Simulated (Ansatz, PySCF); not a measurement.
This triplet is an excited state, 1.85 eV above the relaxed singlet at the level frozen-core CCSD(T)/cc-pVTZ // PBE0-D3(BJ)/def2-TZVP (Ansatz, a first-principles code).

Z-matrix (Å, degrees):
```
C
N 1 1.3657
H 2 1.0096 1 114.75
H 2 1.0151 3 111.79 1 135.65
S 1 1.6866 2 129.91 3 -153.95
H 5 1.3631 1 101.49 2 64.63
```
Charge 0, spin multiplicity 3.

Problem. Estimate the highest occupied spin orbital, total energy and dipole moment that PBE0-D3(BJ)/def2-TZVP (PySCF 2.14.0) returns for this input.

Solution. 
| Item | Result |
|---|---|
| highest occupied spin orbital | -5.26 eV |
| total energy | -492.5347 Ha |
| dipole moment | 2.16 D |
